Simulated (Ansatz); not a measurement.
C2H7GeN (`N=C[CH2][GeH3]`), relaxed with RKS PBE-D4/def2-SVP in the Gaussian-basis code of Ansatz from a rough embedded geometry. The force threshold is 0.03 eV/Å; the program also tests the step.

Charge 0, multiplicity 1.

Start:

```xyz
11

N    -1.599   -1.203   -0.372
C    -1.415   -0.067    0.097
C    -0.209    0.708   -0.310
Ge    1.381    0.000    0.361
H    -0.938   -1.720   -0.998
H    -2.160    0.370    0.759
H    -0.339    1.789    0.010
H    -0.167    0.748   -1.477
H     1.256   -0.018    1.989
H     1.582   -1.457   -0.081
H     2.609    0.850    0.022
```

```
step  energy (eV)  largest force (eV/Å)  largest move (Å)
   1  -60171.8294                 3.815             0.000
   2  -60172.2814                 1.593             0.121
   3  -60172.3498                 1.100             0.116
   4  -60172.4153                 0.487             0.080
   5  -60172.4319                 0.319             0.188
   6  -60172.4428                 0.219             0.045
   7  -60172.4491                 0.156             0.063
   8  -60172.4537                 0.188             0.132
   9  -60172.4583                 0.040             0.070
  10  -60172.4590                 0.095             0.065
  11  -60172.4594                 0.089             0.045
  12  -60172.4599                 0.044             0.021
  13  -60172.4600                 0.030             0.004
  14  -60172.4600                 0.002             0.002
```

End:

```xyz
11

N    -1.955   -1.184   -0.489
C    -1.373   -0.193    0.078
C    -0.203    0.611   -0.406
Ge    1.474    0.070    0.528
H    -1.510   -1.368   -1.410
H    -1.760    0.102    1.082
H    -0.343    1.691   -0.193
H    -0.040    0.479   -1.496
H     1.268    0.179    2.061
H     1.812   -1.395    0.154
H     2.630    1.007    0.091
```

Hardware: 4 threads of an Arm Neoverse V1 on a shared host. Wall time 19 s, peak host memory 0.16 GiB.
